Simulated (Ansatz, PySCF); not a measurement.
bromo(trichloro)methane (CBrCl3), SMILES ClC(Cl)(Cl)Br. Atoms are numbered in the order given.

```xyz
5

Cl    -1.4442     0.8338     1.0052
C      0.0000     0.0000     0.4234
Cl     0.0000    -1.6676     1.0052
Cl     1.4442     0.8338     1.0052
Br     0.0000     0.0000    -1.5240
```
Charge 0, spin multiplicity 1.

The structure is a stationary point at PBE0-D3(BJ)/def2-SVP.

Two levels are set side by side: PBE-D3(BJ)/def2-SVP (Ansatz, a first-principles code) and PBE0-D3(BJ)/def2-SVP (Ansatz). Each level has its own optimised geometry; the coordinates shown are those of the second. Frequencies come from the Hessian of PySCF at each geometry. Differences are taken from unrounded values.

```json
[
 {"quantity": "mean bond length (Å)", "PBE0-D3(BJ)": "1.812", "PBE-D3(BJ)": "1.831", "PBE-D3(BJ) minus PBE0-D3(BJ)": "0.019"},
 {"quantity": "bond Cl1–C2 (Å)", "PBE0-D3(BJ)": "1.766", "PBE-D3(BJ)": "1.783", "PBE-D3(BJ) minus PBE0-D3(BJ)": "0.017"},
 {"quantity": "bond C2–Cl3 (Å)", "PBE0-D3(BJ)": "1.766", "PBE-D3(BJ)": "1.783", "PBE-D3(BJ) minus PBE0-D3(BJ)": "0.017"},
 {"quantity": "bond C2–Cl4 (Å)", "PBE0-D3(BJ)": "1.766", "PBE-D3(BJ)": "1.783", "PBE-D3(BJ) minus PBE0-D3(BJ)": "0.017"},
 {"quantity": "bond C2–Br5 (Å)", "PBE0-D3(BJ)": "1.947", "PBE-D3(BJ)": "1.975", "PBE-D3(BJ) minus PBE0-D3(BJ)": "0.028"},
 {"quantity": "highest harmonic wavenumber (cm⁻¹)", "PBE0-D3(BJ)": "794", "PBE-D3(BJ)": "730", "PBE-D3(BJ) minus PBE0-D3(BJ)": "-64"},
 {"quantity": "mean harmonic wavenumber (cm⁻¹)", "PBE0-D3(BJ)": "443", "PBE-D3(BJ)": "412", "PBE-D3(BJ) minus PBE0-D3(BJ)": "-31"},
 {"quantity": "zero-point energy (kcal/mol)", "PBE0-D3(BJ)": "5.71", "PBE-D3(BJ)": "5.31", "PBE-D3(BJ) minus PBE0-D3(BJ)": "-0.40"}
]
```

GGA bonds tend to be longer and softer than those of functionals with exact exchange. Differences between two approximate levels are no errors against the true value.
